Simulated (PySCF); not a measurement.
Work out the structure from these simulated measurements.

Elements present: C, H, N, O and Si. Monoisotopic mass: 157.0379 u.

| Quantity | Value |
| --- | --- |
| NMR, other nuclei | isotropic shieldings of nuclei other than C and H, by class: -38 (1 N), 302 (1 O), 388 (1 Si), 402 (1 Si) ppm [GIAO PBE0/pcSseg-1] |
| 1H NMR | chemical shifts (computed TMS as zero) by class: 7.31 (1 H), 6.55 (1 H), 6.24 (1 H), 4.87 (1 H), 4.87 (3 H), 4.85 (1 H), 4.28 (1 H), 1.52 (1 H), 1.24 (1 H) ppm [GIAO PBE0/pcSseg-1] |
| Rotational structure | rotational constants A, B, C: 1.737, 0.690, 0.553 GHz [GFN2-xTB] |
| 13C NMR | chemical shifts (computed TMS as zero) by class: 144.5 (1 C), 140.5 (1 C), 125.4 (1 C), 61.8 (1 C), 21.2 (1 C) ppm [GIAO PBE0/pcSseg-1] |
| Dipole | 3.70 D [PBE0/pcSseg-1] |

Gas-phase values; electronic properties from PySCF, density fitting. Levels stand in brackets. Geometry: GFN2-xTB, one conformer, isolated molecule. Each NMR value is the plain mean over a class of atoms that symmetry, rotation or inversion makes alike.

Question: Which formula fits the mass and the elements?

Answer: C5H11NOSi2 (calculated 157.0379). No other formula that holds each of these elements comes within 0.0003 u with a fitting electron parity and a possible valence count.

Question: Give a SMILES that accounts for the data.

Answer: Numbering: `[CH2:1]=[CH:2][SiH2:3][CH2:4][C@@H:5]([C:6]#[N:7])[O:8][SiH3:9]`. Its formula, C5H11NOSi2, gives 3 degrees of unsaturation: 0 rings and 3 π bonds in the structure found. 5 carbons fall into 5 classes; from least to most shielded: terminal =CH2 carbon [C1] (144.5 ppm), alkene CH carbon [C2] (140.5 ppm), nitrile carbon [C6] (125.4 ppm), sp3 carbon bound to oxygen [C5] (61.8 ppm), sp3 carbon bound to silicon [C4] (21.2 ppm). Hydrogen classes from least to most shielded: 1 H on an alkene CH carbon, C2 (7.31 ppm), 1 H on a terminal =CH2 carbon, C1 (6.55 ppm), 1 H on a terminal =CH2 carbon, C1 (6.24 ppm), 1 H on an SiH2 silicon, Si3 (4.87 ppm), 3 H on an oxygen-bound silicon, Si9 (4.87 ppm), 1 H on an sp3 carbon bound to oxygen, C5 (4.85 ppm), 1 H on an SiH2 silicon, Si3 (4.28 ppm), 1 H on an sp3 carbon bound to silicon, C4 (1.52 ppm), 1 H on an sp3 carbon bound to silicon, C4 (1.24 ppm). The other shieldings belong to: -38 ppm, nitrile nitrogen [N7]; 302 ppm, silyl ether oxygen [O8]; 388 ppm, oxygen-bound silicon [Si9]; 402 ppm, SiH2 silicon [Si3]. The optimised geometry has point group C1 and is an asymmetric top. Structure: `C=C[SiH2]C[C@@H](C#N)O[SiH3]`. Computed isomers that give other values at the same levels: `C#CCC(=C)[SiH2]O[SiH2]N` (13C chemical shifts (computed TMS as zero) by class: 150.6 (1 C), 135.9 (1 C), 86.3 (1 C), 78.7 (1 C), 29.4 (1 C) ppm); `CC(=O)CC#C[Si@H](N)[SiH3]` (13C chemical shifts (computed TMS as zero) by class: 206.6 (1 C), 110.4 (1 C), 96.0 (1 C), 38.4 (1 C), 29.4 (1 C) ppm); `N#C[C@@H]1CO[SiH2]CC[SiH2]1` (13C chemical shifts (computed TMS as zero) by class: 127.4 (1 C), 67.3 (1 C), 20.7 (1 C), 15.2 (1 C), 6.2 (1 C) ppm). The assignments are read from this structure; whether some other isomer fits the data as well wasn't checked. The mirror image fits equally.

Shape of the structure used: `[CH2:1]=[CH:2][SiH2:3][CH2:4][C@@H:5]([C:6]#[N:7])[O:8][SiH3:9]`: C1–C2–Si3–C4 140°, C2–Si3–C4–C5 79°, Si3–C4–C5–C6 -70°, C4–C5–O8–Si9 78°.
